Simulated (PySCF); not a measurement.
In(NCO)3, C3InN3O3.
Bonds: In1–N2, In1–N5, In1–N8, N2–C3, C3–O4, N5–C6, C6–O7, N8–C9, C9–O10.

Method used: PySCF, PBE0-D3(BJ)/def2-SVP geometry optimisation, gas phase, def2 core potentials past Kr.

Question: How far are the bound atoms from In1?

Answer: 3 atoms: N5 2.003 Å, N8 2.004 Å, N2 2.005 Å. The nearest atom not counted as bound is C3, at 3.06 Å.

Question: List the angles at In1.

Answer: 
```json
{"angle": "N2–In1–N5", "degrees": "120.4", "distance of the outer atoms (Å)": "3.48"}
{"angle": "N2–In1–N8", "degrees": "120.2", "distance of the outer atoms (Å)": "3.48"}
{"angle": "N5–In1–N8", "degrees": "119.4", "distance of the outer atoms (Å)": "3.46"}
```

Question: What is the shape at In1?

Answer: Planar: angles 120.4°, 120.2° and 119.4°, sum 360.0°, 0.00 Å off the plane of its three neighbours.

Question: What are the other bond lengths?

Answer: N2–C3, N5–C6, N8–C9 1.208 Å; C3–O4, C6–O7, C9–O10 1.166 Å.

Question: Give some angles away from the centre.

Answer: In1–N2–C3 143.8°, N2–C3–O4 176.4°, In1–N5–C6 145.8°, N8–C9–O10 176.5°.

Point group: near C3h, missed by 0.09 Å at most; the miss may be what the optimiser left on a soft mode (Cs holds within 0.08 Å). Charge 0, singlet. No frequency check.

On one thread of an Arm Neoverse V2, shared host with 32 logical CPUs at a one-minute load of 27, this took 2.7 min wall and 0.55 GiB of memory at its peak. That covers the optimisation of the geometry.

One conformer stands for the species.
